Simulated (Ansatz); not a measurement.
`C[OH+][Al-]([CH3])([Cl])[Cl]`. Charge 0, multiplicity 1.

Cartesian coordinates in Å:
```
C -0.045 1.997 0.060
O -0.679 0.777 0.481
Al 0.218 -0.947 0.596
C 0.081 -1.773 -1.151
Cl -1.045 -1.622 2.187
Cl 2.156 -0.333 1.242
H -0.810 2.755 -0.102
H 0.459 1.776 -0.878
H 0.686 2.319 0.800
H -1.198 0.900 1.287
H 0.557 -2.758 -1.150
H 0.582 -1.179 -1.922
H -0.961 -1.911 -1.452
```

Task: What are the harmonic wavenumbers in cm⁻¹ at PBE0-D4/def2-TZVP (Ansatz, finite differences of forces, unscaled)? (Best estimate.)

Result: The calculation gave: 49, 93, 106, 116, 132, 145, 174, 202, 250, 399, 418, 514, 543, 671, 690, 697, 1040, 1102, 1182, 1227, 1355, 1441, 1446, 1477, 1488, 1497, 3041, 3078, 3120, 3128, 3171, 3189, 3792.

Task: Is this a minimum?

Result: Yes, all 33 modes are real.

Task: Give the ideal-gas thermochemistry at 298.15 K and 1 bar (rigid rotor, harmonic oscillator; point group C1, symmetry number 1).

Result: Zero-point energy 245.1 kJ/mol; H(298) − E = 274.6 kJ/mol; entropy 423.6 J/(mol·K), of which translation 170.9, rotation 122.3, vibration 130.3; G(298) − E = 148.3 kJ/mol. Modes under 100 cm⁻¹ are hindered rotations or soft bends, so the harmonic entropy is rough.

Task: And at 400, 500, 600, 800 and 1000 K?

Result: 
```
T (K)  H − E (kJ/mol)  S (J/mol/K)  G − E (kJ/mol)
  400           290.4        469.0           102.8
  500           307.8        507.8            54.0
  600           326.9        542.4             1.4
  800           368.7        602.4          -113.2
 1000           414.5        653.5          -239.0
```
